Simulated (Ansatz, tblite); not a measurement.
Forces on the cluster Cu₃Cl₆⁺ at its r2SCAN-D4/def2-SVP geometry. The state is a singlet with charge 1.

The xTB rows come from tblite. The restricted singlet is unstable towards broken spin symmetry at other levels; at PBE-D4/def2-TZVP this wasn't settled. In the singlet, Cl5 and Cl8 lie 2.05 Å apart (atoms count from 1), so these atoms are partly bonded to each other. The structure comes from a short search, and lower isomers may exist.

GFN1-xTB (tblite), largest force 1.05 eV/Å:

```xyz
9
positions Å, forces eV/Å
Cu    0.196    0.559   -0.479    0.165    0.283    0.064
Cu   -0.663   -1.939   -0.091   -0.026   -0.021    0.038
Cu   -1.956    0.038    0.997    0.011    0.019    0.037
Cl   -2.115   -2.107    1.596    0.047    0.099   -0.122
Cl    2.061    1.926    0.006    0.734   -0.464   -0.585
Cl   -1.787   -0.287   -1.329    0.119    0.034    0.089
Cl   -0.879    1.989    0.990   -0.257   -0.184    0.066
Cl    3.799    1.212   -0.824   -0.687    0.384    0.386
Cl    1.343   -1.390   -0.866   -0.105   -0.151    0.028
```

GFN2-xTB (tblite), largest force 0.96 eV/Å:

```
Cu 0.376 0.577 -0.537
Cu 0.093 -0.925 -0.243
Cu -0.744 0.365 0.453
Cl 0.080 0.145 -0.171
Cl 0.546 -0.169 -0.225
Cl 0.450 -0.005 0.533
Cl -0.127 -0.241 -0.079
Cl -0.442 0.152 0.202
Cl -0.232 0.102 0.067
```

PBE-D4/def2-TZVP (Ansatz), largest force 0.72 eV/Å:

```
Cu 0.102 0.075 -0.005
Cu 0.061 -0.024 0.032
Cu 0.021 0.010 0.076
Cl 0.064 0.126 -0.146
Cl 0.522 -0.335 -0.335
Cl 0.111 0.014 0.081
Cl -0.088 -0.120 -0.031
Cl -0.595 0.276 0.297
Cl -0.198 -0.022 0.031
```
